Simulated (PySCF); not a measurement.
**The potential of point charges around AlCl2Br**

Species: `[Cl][Al]([Cl])[Br]` (AlCl2Br). Coordinates (PBE0-D3(BJ)/def2-SVP, Å) and charges (e) from the PBE0/pcSseg-1 (pcSseg-2 on Al) density (PySCF):

```tsv
atom	x	y	z	Mulliken	IAO	Hirshfeld	ESP-fitted
Al1	0.012	0.027	0.000	+0.8260	+0.9114	+0.4882	+0.6506
Cl2	2.093	0.024	0.013	-0.2796	-0.3294	-0.1771	-0.2326
Cl3	-0.996	1.849	-0.028	-0.2796	-0.3288	-0.1764	-0.2312
Br4	-1.109	-1.900	0.015	-0.2668	-0.2532	-0.1347	-0.1869
```

Points outside the species (Å): A (5.6, 1.1, -1.7); B (2.5, -2.5, 1.6); C (0.6, -6.7, 0.9); D (1.5, 3.8, 2.3); E (-3.6, 0.9, 2.1).

Find the potential V = 14.3996 V·Å × Σ q/r of each set of charges at these points.

In volts:

| point | nearest atom | distance (Å) | Mulliken | IAO | Hirshfeld | ESP-fitted |
| --- | --- | --- | --- | --- | --- | --- |
| A | Cl2 | 4.05 | -0.089 | -0.136 | -0.074 | -0.093 |
| B | Cl2 | 3.01 | +0.063 | +0.068 | +0.036 | +0.047 |
| C | Br4 | 5.17 | -0.037 | -0.003 | -0.001 | -0.008 |
| D | Cl3 | 3.93 | +0.047 | -0.001 | -0.002 | +0.007 |
| E | Cl3 | 3.49 | +0.081 | +0.095 | +0.052 | +0.068 |

How far are the other sets from the ESP-fitted one at these points?

Root-mean-square difference: Hirshfeld 0.013 V, Mulliken 0.024 V, IAO 0.025 V. The ESP scheme fits charges at the nuclei, held to the total charge, to the electrostatic potential on points at 1.4 to 2.0 times the van der Waals radii.

What energy would a point charge of +2 e have at A in the field of the ESP charges, leaving out polarisation?

-0.185 eV = -17.9 kJ/mol, an attraction.

Geometry: PBE0-D3(BJ)/def2-SVP; no solvent, vibrations or thermal averaging. The calculation is non-relativistic, for bromine too.
